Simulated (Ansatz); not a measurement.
Kohn–Sham single points on C6H15N, SMILES `CCCNCCC`.

```yaml
crystal:
  periodic: [false, false, false]
  atoms:
    - {symbol: C, position_ang: [1.751917, 1.722721, -1.733323]}
    - {symbol: C, position_ang: [1.314176, 0.305036, -2.058844]}
    - {symbol: C, position_ang: [-0.060587, -0.041937, -1.514928]}
    - {symbol: N, position_ang: [-0.088821, -0.000202, -0.068027]}
    - {symbol: C, position_ang: [-1.383913, -0.319336, 0.491645]}
    - {symbol: C, position_ang: [-1.385171, -0.252968, 2.008239]}
    - {symbol: C, position_ang: [-0.467701, -1.271097, 2.666310]}
    - {symbol: H, position_ang: [2.755696, 1.926970, -2.112990]}
    - {symbol: H, position_ang: [1.749135, 1.891615, -0.655482]}
    - {symbol: H, position_ang: [1.071027, 2.451592, -2.182396]}
    - {symbol: H, position_ang: [2.044510, -0.411326, -1.661437]}
    - {symbol: H, position_ang: [1.305815, 0.153673, -3.143057]}
    - {symbol: H, position_ang: [-0.792093, 0.687236, -1.884951]}
    - {symbol: H, position_ang: [-0.376216, -1.024200, -1.911124]}
    - {symbol: H, position_ang: [0.605910, -0.644093, 0.292271]}
    - {symbol: H, position_ang: [-2.102819, 0.407959, 0.098570]}
    - {symbol: H, position_ang: [-1.745889, -1.315416, 0.170802]}
    - {symbol: H, position_ang: [-1.098738, 0.757749, 2.315609]}
    - {symbol: H, position_ang: [-2.411148, -0.412173, 2.355529]}
    - {symbol: H, position_ang: [0.583948, -1.079057, 2.437125]}
    - {symbol: H, position_ang: [-0.564583, -1.245242, 3.753864]}
    - {symbol: H, position_ang: [-0.704456, -2.287495, 2.336592]}
basis:
  gaussian: {orbitals: def2-TZVPP}
hamiltonian: {xc: lda}
output: {orbitals: {seedname: orbitals}}
```

```sh
$ ansatz run in.yaml --threads 2 --pin off --events-out ev --progress --plain --max-ram 22528MiB --backend cuda --devices 0, --max-vram 18GiB
```

Output, abridged:

```
Functional definition: SPW92
2120 factors; their error is unknown
mean field evaluation 1: about -7855.5314 eV, gradient 1.1e2 eV
mean field evaluation 2: about -7777.8686 eV, gradient 2.0e2 eV
mean field evaluation 4: about -7885.2582 eV, gradient 2.2e1 eV
mean field evaluation 8: about -7886.2402 eV, gradient 4.5e-1 eV
mean field evaluation 16: about -7886.1793 eV, gradient 6.6e-4 eV
mean field -7886.17929934 eV, -289.8117438064 hartree, gradient 2.7e-5 eV, S^2 0.000000; 0 other end points of the search recorded, 0 dependent functions left out
reference -7886.17935495 eV, -289.8117458500 hartree; 29, 29 occupied and 398, 398 virtual orbitals, 2120 factors
Total energy: -7886.17935495 eV, -289.8117458500 hartree
```

It took 3.1 s on 2 threads of an AMD EPYC 7R13 on a shared host and a share of an NVIDIA H100 80 GB, with 0.92 GiB of host memory at the peak.

Changing it to `hamiltonian: {xc: pbe0, dispersion: d4}` (abridged; 3 s):

```
Functional definition: PBE0
mean field evaluation 16: about -7950.3325 eV, gradient 6.0e-5 eV
mean field -7950.33247786 eV, -292.1693296325 hartree, gradient 6.0e-5 eV, S^2 0.000000
Total energy: -7950.69751053 eV, -292.1827443355 hartree
```

Changing it to `hamiltonian: {xc: {name: LC-wPBE}}` (abridged; 3.6 s):

```
Functional definition: LC-wPBE
mean field evaluation 16: about -7955.4556 eV, gradient 1.0e-4 eV
mean field -7955.45560122 eV, -292.3576009434 hartree, gradient 3.9e-5 eV, S^2 0.000000
Total energy: -7955.45560123 eV, -292.3576009437 hartree
```

With the line `hamiltonian: {xc: {name: r2SCAN0}, dispersion: d4}` (abridged; 4.3 s):

```
Functional definition: r2SCAN0
mean field evaluation 16: about -7954.4786 eV, gradient 9.9e-5 eV
mean field -7954.47860647 eV, -292.3216970485 hartree, gradient 2.0e-5 eV, S^2 0.000000
Total energy: -7954.61497456 eV, -292.3267084833 hartree
```

Changing it to `hamiltonian: {xc: {name: CAM-B3LYP}, dispersion: d4}` (abridged; 3.5 s):

```
Functional definition: CAM-B3LYP
mean field evaluation 16: about -7955.6070 eV, gradient 5.5e-5 eV
mean field -7955.60698667 eV, -292.3631642559 hartree, gradient 5.5e-5 eV, S^2 0.000000
Total energy: -7955.97003347 eV, -292.3765059799 hartree
```

With the line `hamiltonian: {xc: {name: wB97X-V}}` (abridged; 5.5 s):

```
Functional definition: wB97X-V
mean field evaluation 16: about -7957.9507 eV, gradient 8.5e-5 eV
mean field -7957.95067752 eV, -292.4492933061 hartree, gradient 3.8e-5 eV, S^2 0.000000
Total energy: -7957.95067483 eV, -292.4492932074 hartree
```
